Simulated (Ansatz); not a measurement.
Compare A (`OC[SiH2]O[SiH3]`) with its isomer B (`OC[SiH2][SiH2]O`).

Program: Ansatz. Geometries: PBE0-D4/def2-TZVP. ΔE: electronic, gas phase. CCSD(T)/CBS is the MP2 limit (def2-TZVPP, def2-QZVPP) plus CCSD(T) − MP2 in def2-TZVPP, frozen cores. DFT in def2-TZVPP. B3LYP here is the variant with VWN-RPA as its local correlation; programs differ in this. One conformer a species, not always the lowest.

Task: Which is lower in electronic energy at CCSD(T)/CBS, and by how much? (An estimate is asked.)

Result: Computed: A, by 123.4 kJ/mol.

Task: Give E(B) − E(A) in kJ/mol with CCSD/def2-TZVPP, PBE0-D4, ωB97M-V, CCSD(T)/def2-TZVPP, B3LYP, PBE-D4, r2SCAN-D4. (Estimate.)

Result: Ansatz gave: CCSD/def2-TZVPP 128.2, PBE0-D4 104.8, ωB97M-V 126.7, CCSD(T)/def2-TZVPP 124.5, B3LYP 120.2, PBE-D4 94.4, r2SCAN-D4 116.2. None reverses the order clearly.

Largest T1 diagnostic: 0.012.

In def2-TZVPP, CCSD(T) changes the Hartree–Fock value by −25.5 kJ/mol (the triples alone add −3.7 kJ/mol) and MP2 by −18.4 kJ/mol. The D4 term adds +3.6 kJ/mol with B3LYP and +1.9 kJ/mol with PBE0; it sums over pairs of atoms, weighted by their polarisabilities, and B3LYP, whose exchange is more repulsive, gets the larger term.
